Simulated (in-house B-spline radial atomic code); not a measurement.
The numbers below are computed, except where a source is named.
# Weak and strong correlation along the adiabatic connection

Two-electron singlets in several external potentials (atomic units), by full CI in B-splines with partial waves to l = 8 (correlation energies up to 0.6 % small). The repulsion is scaled by λ at fixed density; W(λ) is the mean repulsion less the Hartree energy, W(0) = E_x, and the area under W from 0 to 1 is E_xc.

One system gave this curve:

| λ | W (hartree) |
| --- | --- |
| 0 | -9.1526 |
| 0.02 | -9.1545 |
| 0.05 | -9.1573 |
| 0.12 | -9.1638 |
| 0.25 | -9.1758 |
| 0.4 | -9.1895 |
| 0.6 | -9.2077 |
| 0.8 | -9.2256 |
| 1 | -9.2434 |
| 1.4 | -9.2785 |
| 2 | -9.3299 |
| 3 | -9.4124 |
| 4.5 | -9.529 |
| 7 | -9.7068 |
| 10 | -9.8964 |

Question: Which system is it?
A. empty sphere, radius 0.881 bohr
B. −Z/r, Z = 1.7
C. −Z/r, Z = 0.557, wall at 3.26 bohr
D. −Z/r, Z = 15

Answer: D. The exchange energy sets the size: −Z/r, Z = 15: E_x = -9.15, E_c = -0.0458; empty sphere, radius 0.881 bohr: E_x = -2, E_c = -0.0513; −Z/r, Z = 1.7: E_x = -0.836, E_c = -0.0414; −Z/r, Z = 0.557, wall at 3.26 bohr: E_x = -0.58, E_c = -0.0395 hartree.
